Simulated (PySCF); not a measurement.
Nickel: a sound run and one with changed settings

Sound run: Ni⁺ [Ar] 3d9, Ni²⁺ [Ar] 3d8. Computed with PySCF 2.14 in x2c-SVPall (5s3p3d1f, 36 functions), with scalar relativity by spin-free X2C-1e. The sound run starts from symmetry-adapted Hartree-Fock orbitals and uses a fine grid where one is needed.

Changed run: radial step 1.2 in ln r (0.13 in the sound run). This setting is unsound on purpose.

```csv
species,method,sound run (hartree),changed run (hartree),converged
Ni⁺,UHF,-1518.53264,-1518.53264,yes
Ni⁺,M06-2X,-1520.01554,-1519.81342,yes
Ni⁺,MN15,-1520.88186,-1524.37077,yes
Ni²⁺,UHF,-1517.98015,-1517.98015,yes
Ni²⁺,M06-2X,-1519.34490,-1519.13895,yes
Ni²⁺,MN15,-1520.17676,-1523.74444,yes
```

Ionisation energy of Ni⁺:

| method | sound run (eV) | changed run (eV) |
| --- | --- | --- |
| UHF | 15.034 | 15.034 |
| M06-2X | 18.249 | 18.353 |
| MN15 | 19.187 | 17.043 |

A coarse radial grid mis-integrates the density and the exchange-correlation energy, with errors of either sign; Hartree-Fock needs no grid.

For comparison, NIST gives 18.169 eV between the lowest levels.
